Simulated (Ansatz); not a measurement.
The first iterations of a band of H₅NO₂Si₂ (10 atoms, charge 0, multiplicity 1).

The calculation used Ansatz 0.2.0, RKS r2SCAN-D4/STO-3G.

```
movable images  : 5
climbing image  : yes
spring          : 5.0 eV/Å²
optimiser       : quadratic models (default)
start path      : IDPP
force threshold : 0.05 eV/Å
iteration limit : 60
end points      : relaxed
```

Initial state:

```xyz
10
Properties=species:S:1:pos:R:3
O -1.320 -0.879 -1.234
Si 0.265 -1.042 -0.593
O 0.004 -2.541 0.220
N 0.429 0.265 0.614
Si -0.192 1.894 0.736
H -1.332 0.066 -1.623
H 0.921 -2.790 0.595
H 1.274 0.124 1.222
H 0.966 2.784 0.580
H -0.931 2.067 -0.515
```

Final state:

```xyz
10
Properties=species:S:1:pos:R:3
O -1.366 -1.107 -0.900
Si 0.305 -1.114 -0.428
O 0.285 -2.109 0.987
N 0.555 0.461 0.371
Si 0.410 2.094 -0.258
H -1.371 -0.614 -1.796
H 0.261 -3.060 0.616
H 1.391 0.385 1.010
H 0.633 2.866 0.963
H -1.021 2.147 -0.563
```

| iteration | highest image above the first end (eV) | largest band force component (eV/Å) |
| --- | --- | --- |
| 1 | 0.841 | 2.027 |
| 2 | 0.574 | 1.140 |
| 3 | 0.525 | 0.518 |
| 4 | 0.566 | 0.530 |

Q: Does the band converge within its limit, and where does its top end?

A: It converged. It ended after 12 iterations with the highest image 0.522 eV above the first end. The profile has 2 maxima (images 1, 4) with wells between them (image 2): this band takes more than one step, which may be the mechanism or a detour left from its start path. A vibrational analysis at the climbing image gives one clearly imaginary mode, 515i cm⁻¹: a first-order saddle point. Limits of this set-up: minimal basis.

Time of the run: 5.1 min on 1 thread of Arm Neoverse V1, on a shared host, peak memory 0.12 GiB.
